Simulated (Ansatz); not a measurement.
Start from `OC[SiH](O)S` and change one atom or group to get `O[SiH]([AlH2])S`.

Ansatz, PBE0-D4/def2-TZVP geometries, multiplicity 1. Each molecule was computed in one conformer, which needn't be the lowest.

```json
{"property": "size of the dipole moment (ωB97M-V/def2-TZVPP) / D", "`OC[SiH](O)S`": "0.28"}
{"property": "LUMO energy (PBE/def2-TZVPP) / eV", "`OC[SiH](O)S`": "-0.71"}
{"property": "HOMO energy (B3LYP/def2-TZVPP) / eV", "`OC[SiH](O)S`": "-7.38"}
{"property": "HOMO energy (PBE0/def2-TZVPP) / eV", "`OC[SiH](O)S`": "-7.60"}
{"property": "LUMO energy (ωB97M-V/def2-TZVPP) / eV", "`OC[SiH](O)S`": "1.83"}
{"property": "HOMO–LUMO gap (PBE/def2-TZVPP) / eV", "`OC[SiH](O)S`": "5.46"}
```

Task: What does the change do to each property? (Best estimate.)

Result: Computed: 
```
                                          property  `O[SiH]([AlH2])S`  shift
size of the dipole moment (ωB97M-V/def2-TZVPP) / D               1.65   1.37
                 LUMO energy (PBE/def2-TZVPP) / eV              -1.60  -0.89
               HOMO energy (B3LYP/def2-TZVPP) / eV              -6.66   0.72
                HOMO energy (PBE0/def2-TZVPP) / eV              -6.84   0.76
             LUMO energy (ωB97M-V/def2-TZVPP) / eV               1.02  -0.81
               HOMO–LUMO gap (PBE/def2-TZVPP) / eV               4.19  -1.27
```

With PBE0 the HOMO rises by 0.76 eV and the LUMO falls by 0.95 eV, so the gap narrows by about 1.71 eV. PBE moves the HOMO by 0.37 eV and ωB97M-V by 1.04 eV. Dipoles are sizes alone; their direction can turn.

B3LYP here is the variant with VWN-RPA as its local correlation; programs differ in this.
